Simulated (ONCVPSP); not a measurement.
## What one change does to a pseudopotential (technetium (Tc), ONCV)

ONCVPSP 4.0.1 input, shortened (lines: element, Z, core and valence counts, functional; n l f; lmax; l rc ep ncon nbas qcut; lloc lpopt rc5 dvloc0; l nproj debl; icmod fcfact rcfact), PBEsol, fully relativistic:

```
  Tc 43.00    7    3  -116133      upf
    1    0    2.00
    2    0    2.00
    2    1    6.00
    3    0    2.00
    3    1    6.00
    3    2   10.00
    4    0    2.00
    4    1    6.00
    4    2    5.00
    5    0    2.00
    2
    0    2.25    0.00    3    6    2.40
    1    1.80    0.00    4    7    6.40
    2    2.40    0.00    5    9    5.20
    4    2    1.25    3.00
    0    2    0.60
    1    2    3.30
    2    2    0.90
    3    4.50    1.65
```

Open shells are filled in proportion to 2j + 1.

Change: p: qcut 9.5.

Cutoffs: the cutoffs (Ha) at which the residual kinetic energy of the hardest occupied pseudo-wave falls to 1 and 0.1 mHa per electron; they do not see the model core or the augmentation charge, which bear on the density cutoff. Errors are all-electron minus pseudo energies relative to the spin-unpolarised reference configuration.

Q: Predict the effect on cutoff, ghosts and configuration errors.

A: The potential gets harder (14 Ha and 44 Ha → 21 Ha and 44 Ha); the errors of the 4 common tests hardly move; neither file shows a bound ghost. The waves are optimised to have the least kinetic energy above qcut, so the cutoff follows it (qcut²/2 in Ha).

```csv
quantity,base,changed
"cutoff, loose",14 Ha,21 Ha
"cutoff, tight",44 Ha,44 Ha
loose cutoff by channel,"s 3.0 Ha, p 14 Ha, d 14 Ha","s 3.0 Ha, p 21 Ha, d 14 Ha"
bound ghosts,none,none
GHOST(+) flags under 300 eV,s at 11.8 eV,s at 11.8 eV
"error for 4p6 4d5 5s1, meV [ΔE 8.20 eV]",-4.4,-4.4
"error for 4p6 4d5 5s0, meV [ΔE 23.04 eV]",-22,-22
"error for 4p6 4d4 5s0, meV [ΔE 51.73 eV]",+68,+68
"error for 4p6 4d3 5s0, meV [ΔE 93.73 eV]",+321,+321
s: phases at 2.28 bohr within 0.05 rad from the reference energy up to (Ha; the scan ends near 5),3.7,3.7
p3/2: phases at 1.83 bohr within 0.05 rad from the reference energy up to (Ha; the scan ends near 5),to the end of the scan,to the end of the scan
p1/2: phases at 1.83 bohr within 0.05 rad from the reference energy up to (Ha; the scan ends near 5),to the end of the scan,to the end of the scan
d5/2: phases at 2.43 bohr within 0.05 rad from the reference energy up to (Ha; the scan ends near 5),to the end of the scan,to the end of the scan
d3/2: phases at 2.43 bohr within 0.05 rad from the reference energy up to (Ha; the scan ends near 5),to the end of the scan,to the end of the scan
"rms error of d²Exc/dni dnj with the model core, mHa",3.23,3.27
```
